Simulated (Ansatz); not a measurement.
Start from `[CH3][SnH2][C]#N` and change one atom or group to get `N#[C][SnH2][F]`.

Ansatz, PBE0-D4/def2-TZVP geometries, multiplicity 1. 

Elements past krypton have def2 core potentials.

```json
{"property": "HOMO energy (ωB97M-V/def2-TZVPP) / eV", "`[CH3][SnH2][C]#N`": "-11.21"}
{"property": "LUMO energy (PBE/def2-TZVPP) / eV", "`[CH3][SnH2][C]#N`": "-1.27"}
{"property": "HOMO–LUMO gap (ωB97M-V/def2-TZVPP) / eV", "`[CH3][SnH2][C]#N`": "12.22"}
{"property": "HOMO–LUMO gap (PBE0/def2-TZVPP) / eV", "`[CH3][SnH2][C]#N`": "8.57"}
{"property": "size of the dipole moment (ωB97M-V/def2-TZVPP) / D", "`[CH3][SnH2][C]#N`": "4.73"}
{"property": "HOMO energy (PBE/def2-TZVPP) / eV", "`[CH3][SnH2][C]#N`": "-7.80"}
```

Problem. Give the same properties after the change, and the shifts. (Estimate.)

Solution. The calculation gave: 
```json
{"property": "HOMO energy (ωB97M-V/def2-TZVPP) / eV", "`N#[C][SnH2][F]`": "-12.19", "shift": "-0.98"}
{"property": "LUMO energy (PBE/def2-TZVPP) / eV", "`N#[C][SnH2][F]`": "-2.52", "shift": "-1.25"}
{"property": "HOMO–LUMO gap (ωB97M-V/def2-TZVPP) / eV", "`N#[C][SnH2][F]`": "12.24", "shift": "0.02"}
{"property": "HOMO–LUMO gap (PBE0/def2-TZVPP) / eV", "`N#[C][SnH2][F]`": "8.25", "shift": "-0.32"}
{"property": "size of the dipole moment (ωB97M-V/def2-TZVPP) / D", "`N#[C][SnH2][F]`": "4.27", "shift": "-0.46"}
{"property": "HOMO energy (PBE/def2-TZVPP) / eV", "`N#[C][SnH2][F]`": "-8.51", "shift": "-0.71"}
```

With PBE0 the HOMO falls by 0.91 eV and the LUMO falls by 1.23 eV, so the gap narrows by about 0.32 eV. PBE moves the HOMO by -0.71 eV and ωB97M-V by -0.98 eV. The zero-point energy changes by -89.6 kJ/mol with -9 modes. Dipoles are sizes alone; their direction can turn.
